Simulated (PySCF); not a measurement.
In(Et)2(Vi), SMILES [CH2](C)[In]([CH]=C)[CH2]C (C6H13In) at its GFN2-xTB optimised geometry (Å):

```
20

In    -0.4443    -0.0643     0.0000
C      1.8416    -0.0643     0.0000
C      2.3811    -1.4878     0.0279
H      2.1852     0.4945     0.8750
H      2.1958     0.4648    -0.8889
H      2.0516    -2.0431    -0.8527
H      2.0263    -2.0185     0.9139
H      3.4737    -1.4973     0.0435
C     -1.6581    -1.9900     0.0818
C     -2.2429    -2.2013     1.4738
H     -1.0116    -2.8294    -0.1884
H     -2.4611    -1.9366    -0.6581
H     -2.8760    -1.3597     1.7610
H     -1.4498    -2.2950     2.2182
H     -2.8496    -3.1095     1.5112
C     -1.5669     1.8838     0.0000
C     -2.8882     1.8991    -0.0629
H     -1.0305     2.8294     0.0512
H     -3.4737     2.8139    -0.0655
H     -3.4641     0.9822    -0.1167
```

Level of theory: PySCF with PBE0/def2-SVP, def2 effective core potentials past Kr. The core electrons that the potentials of In replace are not part of the density. Cells within 0.4 Å of a nucleus heavier than hydrogen are left out (blank, or x).

Map of the deformation density (molecule minus spherical neutral atoms) (e/bohr³) on the plane z = 0.0 Å:

```
|111111111111111111111111111|
|111111111111111111111111111|
|111111111111111111111111111|
|111111111111111111111111111|
|111111111111111111111111111|
|111101111110111111111111111|
|111114200142111111111111111|
|111139511395111111111111111|
|111115x78xx3111111111111111|
|111114x79xx2111111111111111|
|111139511243211111111111111|
|111114200232111110111111111|
|111111111110111221311111111|
|111111111110x3134xx00111111|
|111111111111x0133x620111111|
|111111111221111113731111111|
|111111111243211101xx7611111|
|111111123x42111100xx7611111|
|111111124x53111111201211111|
|111111111395111111100111111|
|111111110242111111111111111|
|111111111111111111111111111|
|111111111111111111111111111|
|111111111111111111111111111|
|111111111111111111111111111|
|111111111111111111111111111|
|111111111111111111111111111|
```
Scale: ten equal steps from -0.019 (start of '0') to 0.095 (end of '9'), in the order '0123456789'; x runs from -5.50 to 5.50, y from -5.50 (bottom) to 5.50 (top).
